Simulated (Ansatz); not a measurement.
`CC(=N)CF` and `CC(=N)CI` differ in one atom or group.

Ansatz, PBE0-D4/def2-TZVP geometries, multiplicity 1. Each molecule was computed in one conformer, which needn't be the lowest.

Elements past krypton have def2 core potentials.

| property | `CC(=N)CF` |
| --- | --- |
| HOMO–LUMO gap (ωB97M-V/def2-TZVPP) / eV | 12.28 |
| size of the dipole moment (PBE/def2-TZVPP) / D | 2.65 |
| zero-point energy (PBE0-D4/def2-TZVP) / kJ/mol | 236.6 |
| ideal-gas entropy at 298 K and 1 bar (rigid rotor, harmonic PBE0-D4/def2-TZVP) / J/(mol·K) | 315 |
| HOMO–LUMO gap (PBE0/def2-TZVPP) / eV | 7.64 |
| LUMO energy (PBE0/def2-TZVPP) / eV | -0.05 |

What does the change do to each property? (An estimate is asked.)

The calculation gave: 
| property | `CC(=N)CI` | shift |
| --- | --- | --- |
| HOMO–LUMO gap (ωB97M-V/def2-TZVPP) / eV | 10.18 | -2.10 |
| size of the dipole moment (PBE/def2-TZVPP) / D | 2.40 | -0.25 |
| zero-point energy (PBE0-D4/def2-TZVP) / kJ/mol | 230.0 | -6.6 |
| ideal-gas entropy at 298 K and 1 bar (rigid rotor, harmonic PBE0-D4/def2-TZVP) / J/(mol·K) | 347 | 32 |
| HOMO–LUMO gap (PBE0/def2-TZVPP) / eV | 5.97 | -1.67 |
| LUMO energy (PBE0/def2-TZVPP) / eV | -1.41 | -1.36 |

With PBE0 the HOMO rises by 0.31 eV and the LUMO falls by 1.36 eV, so the gap narrows by about 1.67 eV. PBE moves the HOMO by -0.01 eV and ωB97M-V by 0.55 eV. Dipoles are sizes alone; their direction can turn.

Spin–orbit coupling is left out; it splits and shifts lone-pair levels of the heavy atoms by tenths of an eV.
